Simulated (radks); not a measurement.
The mean radii <r> (bohr) of the occupied orbitals of an atom or ion are listed with their occupations. All-electron calculation, Dirac Kohn-Sham, RPBE, spin-unpolarised, spherical densities, point nucleus. Program: a radial shooting solver on a logarithmic mesh with Libxc functionals.

| orbital | occ. | <r> |
|---|---|---|
| 1s1/2 | 2 | 0.01966 |
| 2s1/2 | 2 | 0.08274 |
| 2p1/2 | 2 | 0.06873 |
| 2p3/2 | 4 | 0.07623 |
| 3s1/2 | 2 | 0.2162 |
| 3p1/2 | 2 | 0.2061 |
| 3p3/2 | 4 | 0.2201 |
| 3d3/2 | 4 | 0.1935 |
| 3d5/2 | 6 | 0.1979 |
| 4s1/2 | 2 | 0.4869 |
| 4p1/2 | 2 | 0.4945 |
| 4p3/2 | 4 | 0.5264 |
| 4d3/2 | 4 | 0.5501 |
| 4d5/2 | 6 | 0.5612 |
| 5s1/2 | 2 | 1.163 |
| 5p1/2 | 2 | 1.280 |
| 5p3/2 | 4 | 1.369 |
| 4f5/2 | 6 | 0.6919 |
| 4f7/2 | 6 | 0.7024 |

Name the element and its charge. Open shells, if any, fill j = l - 1/2 first.

Answer. Z = 70, ytterbium, charge +4: Yb4+ in [Xe] 4f12. The 1s radius gives Z: for a bare nucleus <r> = (2 gamma + 1)/(2Z) with gamma = sqrt(1 - (Z/c)^2), 0.01942 bohr for Z = 70, and screening makes it slightly larger (0.01966 here). The occupations add up to 66, and the charge is Z minus that.
